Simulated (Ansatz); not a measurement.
Basis-set extrapolation for C3H8Si (`C=CC[SiH3]`) (PBE0-D4/def2-TZVP geometry, frozen core, Ansatz). Multiplicity 1, RHF reference.

|  | def2-TZVPP | def2-QZVPP |
| --- | --- | --- |
| HF | -407.224998 | -407.239564 |
| MP2 correlation | -0.631838 | -0.672549 |
| CCSD(T) correlation | -0.711585 | not run |

Energies in hartree. Use E(X) = E(∞) + A·exp(−7.88·√X) for Hartree–Fock and E(X) = E(∞) + B·X^(−2.97) for correlation, with X = 3 and 4, and add CCSD(T) minus MP2 of the smaller set to the MP2 limit.

Question: What is the CCSD(T) energy at the basis-set limit?

Answer: HF limit: -407.239564 + (-0.014566) × 0.13774 = -407.24157. MP2 limit: -0.672549 + (-0.040711) × 0.74074 = -0.70271. Higher-order term: -0.711585 − (-0.631838) = -0.07975. Total: -408.02403 hartree, 229.6 kJ/mol below CCSD(T)/def2-TZVPP.
